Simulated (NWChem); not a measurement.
## Ionisation of H2BO2

```xyz
5

O     -1.2159     0.0000    -0.0411
B      0.0000     0.0000     0.5379
O      1.2159     0.0000    -0.0411
H     -1.2184     0.0000    -1.0157
H      1.2184     0.0000    -1.0157
```
Charge 0, spin multiplicity 2.

All runs are NWChem calculations. The geometry was optimised at UB3LYP/def2-SVP, a minimum by its harmonic frequencies. It is one conformer; others weren't searched.

Basis set: def2-TZVPD. −ε marks an orbital energy of the parent.

B3LYP has NWChem's definition, with VWN1-RPA local correlation. The structure started from a generated list of species. The unpaired electrons of the parent sit in orbitals of symmetry a1 (C2v labels of the run); other states weren't searched. No SCF solution was tested for a lower state.

**Question.** Order these methods by the first vertical ionisation energy they give, lowest first: −ε(alpha HOMO) of BHandHLYP, −ε(alpha HOMO) of B3LYP, −ε(alpha HOMO) of PBE, −ε(alpha HOMO) of r2SCAN.

**Answer.** −ε(alpha HOMO) of PBE (4.89 eV), −ε(alpha HOMO) of r2SCAN (5.20 eV), −ε(alpha HOMO) of B3LYP (5.82 eV), −ε(alpha HOMO) of BHandHLYP (7.18 eV)
